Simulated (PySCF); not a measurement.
Constitutional and geometric isomers with formula CH3B2N. Isolated molecules, 0 K electronic values unless said otherwise. One relaxed conformer stands for each flexible species; it need not be the lowest. Strings in code marks are SMILES.

All values below come from PBE-D3(BJ)/def2-TZVP // PBE0-D3(BJ)/def2-TZVP (PySCF). All candidates: neutral, multiplicity 1. Excitations are Tamm–Dancoff values on a coarser integration grid. The basis has no diffuse functions, so Rydberg states are missing or too high.

The S1 excitation (TDA) is 1.39 eV. The brightest of the four lowest singlets (TDA) is 5.35 eV and the LUMO comes out as -4.26 eV.

Q: Say which member has these values.
A) `B=NB=C`
B) `BB=C=N`
C) `NC1=BB1`
D) `[H]/B=C/N=B`

A: B, `BB=C=N`. The others give `B=NB=C`: 2.47 eV, 4.39 eV, -2.47 eV; `NC1=BB1`: 2.62 eV, 5.30 eV, -3.04 eV; `[H]/B=C/N=B`: 2.25 eV, 5.09 eV, -2.83 eV
